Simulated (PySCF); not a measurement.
## Ionisation energy along the 15-electron series

Calculated with PySCF 2.14 and a two-component X2C-1e Hamiltonian (Gaussian nucleus, no Breit or QED terms), each ion in its own even-tempered basis scaled to its charge; GMP2 freezes 1s2 and drops the highest virtual spinors. Values in eV. NIST values: (m) measured, (s) semi-empirical, (t) theoretical.

```json
{"ion": "Ba⁴¹⁺", "configuration": "[Ne] 3s2 3p3", "GHF (spin-free)": "3124.6", "GMP2 (spin-free)": "3124.9", "GHF (screened spin-orbit)": "3083.7", "GMP2 (screened spin-orbit)": "3084.0", "NIST": "3081 ± 4 (t)"}
{"ion": "Ce⁴³⁺", "configuration": "[Ne] 3s2 3p3", "GHF (spin-free)": "3414.4", "GMP2 (spin-free)": "3414.8", "GHF (screened spin-orbit)": "3367.7", "GMP2 (screened spin-orbit)": "3368.0", "NIST": "3366 ± 4 (t)"}
```

Fill in the row of La⁴²⁺.

configuration: [Ne] 3s2 3p3; GHF (spin-free): 3267.8; GMP2 (spin-free): 3268.2; GHF (screened spin-orbit): 3224.1; GMP2 (screened spin-orbit): 3224.4; NIST: 3222 ± 4 (t).
